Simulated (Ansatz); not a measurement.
A nudged elastic band was laid between two geometries of C$_{2}$H$_{7}$AsSi (11 atoms, charge 0, multiplicity 1).

All numbers below come from RKS B3LYP/def2-SVP in Ansatz.

```json
{
  "movable images": "7",
  "climbing image": "yes",
  "spring": "5.0 eV/Å²",
  "optimiser": "quadratic models (default)",
  "start path": "through a guess of the saddle point",
  "force threshold": "0.05 eV/Å",
  "iteration limit": "60",
  "end points": "relaxed"
}
```

Initial state:

```xyz
11
Properties=species:S:1:pos:R:3
C -1.122 1.402 -0.074
As 0.379 0.760 1.085
C 0.152 -1.254 0.708
Si 1.409 -0.616 -0.513
H -2.045 1.411 0.526
H -0.902 2.430 -0.397
H -1.278 0.775 -0.963
H 0.504 -1.870 1.544
H -0.851 -1.546 0.373
H 2.821 -1.037 -0.330
H 0.999 -0.513 -1.938
```

Final state:

```xyz
11
Properties=species:S:1:pos:R:3
C -1.193 1.325 -0.315
As 0.645 0.605 -0.254
C 0.288 -1.285 0.408
Si 1.266 -1.779 -1.160
H -1.714 1.171 0.639
H -1.153 2.399 -0.553
H -1.731 0.806 -1.121
H 0.695 -1.415 1.420
H -0.794 -1.477 0.390
H 2.643 -1.569 -0.516
H 1.112 1.162 1.082
```

**Question.** What changes between the two ends?

**Answer.** Bonds broken: Si4–H11. Bonds formed: As2–H11.

**Question.** What energy profile does the band end with?

**Answer.** The forces met the threshold. The highest image is number 6 of 0 to 8, 198.3 kJ/mol above the first end and 80.8 kJ/mol above the last; the last end lies 117.4 kJ/mol above the first. A vibrational analysis at the climbing image gives one clearly imaginary mode, 475i cm⁻¹: a first-order saddle point. The orbitals stay closed-shell, which can raise the energy where a bond breaks towards radicals; this wasn't checked here.

| image | path coordinate (Å) | energy (kJ/mol) | Si4–H11 (Å) | As2–H11 (Å) |
| --- | --- | --- | --- | --- |
| 0 | 0.00 | 0.0 | 1.49 | 3.34 |
| 1 | 0.79 | 14.6 | 1.47 | 3.10 |
| 2 | 1.58 | 76.2 | 1.51 | 2.45 |
| 3 | 2.37 | 80.7 | 1.73 | 1.72 |
| 4 | 3.15 | 91.8 | 2.01 | 1.60 |
| 5 | 3.94 | 111.9 | 2.68 | 1.54 |
| 6 | 4.73 | 198.3 | 3.14 | 1.49 |
| 7 | 5.74 | 128.9 | 3.58 | 1.51 |
| 8 | 6.75 | 117.4 | 3.70 | 1.52 |

**Question.** What is the geometry of the highest image?

**Answer.** 
```xyz
11
Properties=species:S:1:pos:R:3:forces:R:3
C -1.238 1.379 -0.425 0.01 -0.01 0.00
As 0.237 0.407 0.421 0.00 0.00 0.01
C 0.328 -1.575 0.611 0.01 0.00 0.01
Si 1.149 -1.315 -1.132 -0.01 -0.01 -0.01
H -1.828 1.929 0.321 0.00 0.00 0.00
H -0.827 2.061 -1.181 0.00 0.00 0.00
H -1.864 0.628 -0.925 0.00 0.00 0.00
H 0.834 -1.846 1.549 0.00 0.00 0.00
H -0.722 -1.901 0.636 0.00 0.00 -0.01
H 2.542 -1.055 -0.540 0.00 0.00 0.01
H 1.454 1.230 0.686 0.00 0.00 0.00
```

**Question.** What are the harmonic wavenumbers there?

**Answer.** 475i, 96, 152, 157, 308, 476, 551, 594, 631, 645, 674, 866, 881, 917, 948, 1011, 1276, 1385, 1427, 1441, 1994, 2348, 3055, 3082, 3165, 3169, 3174 cm⁻¹.

Time of the run: 3.5 min on 2 threads of AMD EPYC 9R45 96-Core Processor (Zen 5) (shared host), peak memory 0.33 GiB.
